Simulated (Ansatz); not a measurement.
Species: sum formula BN$_{2}$H$_{3}$Cl, net charge -1, singlet state. It need not be the lowest isomer of its formula. Whether it binds its extra electron was not tested at this geometry. 
Coordinates optimised at B3LYP-D3(BJ)/def2-TZVP (Ansatz, a first-principles code):
SMILES: [NH-]B(N)Cl
```xyz
7

B      0.2445    -0.5268     0.0622
Cl    -0.2355     1.3196    -0.2397
N      1.4942    -0.9319    -0.2403
N     -0.9334    -1.1948     0.6453
H      1.6420    -1.9217    -0.0450
H     -0.9528    -2.1985     0.5369
H     -1.8338    -0.7909     0.4367
```
Charge -1, spin multiplicity 1.

Parts of the frozen-core correlation energy in cc-pVTZ (Ansatz, hartree). Frozen orbitals: 8; correlated occupied orbitals by spin: 12 and 12; virtual: 146 and 146. No spin-orbit coupling. Non-relativistic.

| term | value |
|---|---|
| reference (HF) | -594.99875 |
| MP2 opposite-spin | -0.54495 |
| MP2 same-spin | -0.18276 |
| CCSD correlation | -0.75409 |
| (T) | -0.03276 |
| T1 diagnostic | 0.012 |
| largest doubles amplitude | 0.034 |
